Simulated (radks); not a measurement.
The terbium anion Tb- inside a hard spherical wall (all orbitals vanish at R), configuration held at [Xe] 4f10 6s2 and not refilled when levels cross. Method: scalar-relativistic Kohn-Sham, LDA (Slater exchange, VWN5 correlation), spin-polarised, spherical densities, point nucleus; open shells are filled with parallel spins first (spin-orbit coupling, left out, can overturn this in heavy ions); computed with a radial shooting solver on a logarithmic mesh with Libxc functionals. Eigenvalues in eV for spin up, with the zero of energy where the potential of the charges vanishes at infinity; a dash marks a level that is unbound or too diffuse for the functional's potential to be trusted. A positive occupied level is held by the wall or, in an anion where self-interaction has pushed it up, behind a barrier. The pressure on the wall is -dE/dV.

R (bohr) = 10: E (hartree) -11701.2691; kinetic (hartree) 12592.175; e(5s) -40.816; e(5p) -18.263; e(6s) 1.117; e(6p, empty) -; e(4f) 3.735; e(5d, empty) -; pressure (GPa) 0.446
R (bohr) = 8: E (hartree) -11701.2107; kinetic (hartree) 12592.271; e(5s) -38.412; e(5p) -15.990; e(6s) 2.554; e(6p, empty) 5.276; e(4f) 6.295; e(5d, empty) 5.683; pressure (GPa) 1.65
R (bohr) = 6: E (hartree) -11701.0295; kinetic (hartree) 12592.749; e(5s) -34.861; e(5p) -12.653; e(6s) 6.020; e(6p, empty) 10.319; e(4f) 10.060; e(5d, empty) 9.038; pressure (GPa) 11.1
R (bohr) = 5: E (hartree) -11700.7580; kinetic (hartree) 12593.559; e(5s) -32.024; e(5p) -10.026; e(6s) 10.369; e(6p, empty) 16.554; e(4f) 13.154; e(5d, empty) 12.297; pressure (GPa) 39.1
R (bohr) = 4: E (hartree) -11699.9892; kinetic (hartree) 12596.104; e(5s) -27.009; e(5p) -5.336; e(6s) 20.952; e(6p, empty) 30.919; e(4f) 18.888; e(5d, empty) 18.748; pressure (GPa) 195
R (bohr) = 1.5: E (hartree) -11624.1695; kinetic (hartree) 12822.859; e(5s) 142.47; e(5p) 188.52; e(6s) 522.43; e(6p, empty) 575.15; e(4f) 167.06; e(5d, empty) 260.31; pressure (GPa) 210000
